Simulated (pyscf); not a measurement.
# H₃Ge–AsH₂, singlet

Gas-phase minimum from PySCF at ωB97X-D3(BJ)/def2-SVP, one conformer. 

SMILES: [GeH3][AsH2]
```xyz
7

Ge    -0.1206     0.5208    -0.4276
As    -0.1079    -1.7393     0.3908
H      0.9423     1.3226     0.3396
H     -1.4879     1.2002    -0.2558
H      0.2502     0.5006    -1.9187
H     -0.8131    -1.3558     1.6812
H     -1.4138    -2.0793    -0.3081
```
Charge 0, spin multiplicity 1.

Bonded distances (Å): Ge1–As2 2.404, Ge1–H3 1.537, Ge1–H4 1.536, Ge1–H5 1.537, As2–H6 1.520, As2–H7 1.520. Bond angles (°): As2–Ge1–H3 108.5, As2–Ge1–H4 112.5, As2–Ge1–H5 108.5, H3–Ge1–H4 109.2, H3–Ge1–H5 108.9, H4–Ge1–H5 109.2, Ge1–As2–H6 92.8, Ge1–As2–H7 92.8, H6–As2–H7 92.8.

Properties at ωB97X-D3(BJ)/def2-SVP:

```yaml
harmonic_wavenumbers_unscaled: 138, 289, 439, 458, 678, 719, 834, 904, 909, 1016, 2183, 2186, 2187, 2261, 2271 cm⁻¹
zero_point_energy: 25.0 kcal/mol
rotational_symmetry_number: 1
Entropy of this conformer at 298 K and 1 atm, rigid rotor and harmonic oscillator, modes under 100 cm⁻¹ raised to 100: 304.7 J/(mol K)
dipole_moment: 0.53 D
```

Single-point totals, which compare only within one level (frozen core for MP2 and CC):

```tsv
level	total energy (hartree)
ωB97X-D3(BJ)/def2-TZVP	-4315.79094
PBE/def2-TZVP	-4315.21499
r²SCAN/def2-TZVP	-4315.85886
B3LYP-D3(BJ)/def2-TZVP	-4315.98510
PBE0-D3(BJ)/def2-TZVP	-4315.34546
M06-2X/def2-TZVP	-4315.87706
ωB97M-D3(BJ)/def2-TZVP	-4315.91133
HF/def2-TZVPP	-4312.47526
MP2/def2-TZVPP	-4313.02039
CCSD/def2-TZVPP	-4313.04557
CCSD(T)/def2-TZVPP	-4313.06536
```

Soft torsions are taken as harmonic, which can shift the entropy by several J/(mol K). The CCSD(T) − MP2 part came from Ansatz, without density fitting, on the same reference. The frozen core leaves the outer d or s,p core shells of the metals and heavy elements correlated in the MP2 and CC values, and def2-TZVPP describes them poorly, so these totals are far from the basis limit. Elements up to Kr have no core potential and no relativistic terms here.
